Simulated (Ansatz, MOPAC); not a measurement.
Spectroscopic constants of BeH+, closed-shell singlet (the spin of the measured ground state).

Seven points along R, fitted to fifth degree in 1/R; most abundant isotopes. Runs in def2 and cc sets follow the lowest solution found near the PBE0 minimum. The singlet is held restricted.

Frozen-core correlation. CBS: X⁻³ extrapolation of the correlation energy, Hartree–Fock from the larger set. The state that PM6 reach isn't checked.

Run with Ansatz (Gaussian basis) for Hartree–Fock, density functionals and correlated methods; MOPAC for PM6 (differences of heats of formation). Each number belongs to the level named beside it.

Problem. What bond length and harmonic frequency does PM6 give?

Solution. r_e = 1.329 Å, ω_e = 2644 cm⁻¹.

Problem. What bond length and harmonic frequency does CAM-B3LYP/def2-TZVPP give?

Solution. r_e = 1.320 Å, ω_e = 2205 cm⁻¹.

Problem. What bond length and harmonic frequency does CCSD(T)/CBS(aug-cc-pVQZ, aug-cc-pV5Z) give?

Solution. r_e = 1.314 Å, ω_e = 2214 cm⁻¹.

Measured for the ground state: r_e 1.3122 Å, ω_e 2221.7 cm-1, ω_e x_e 39.79 cm-1, B_e 10.8 cm-1, α_e 0.294 cm-1 [Huber and Herzberg (1979), NIST Chemistry WebBook].

Ansatz is an electronic-structure program.
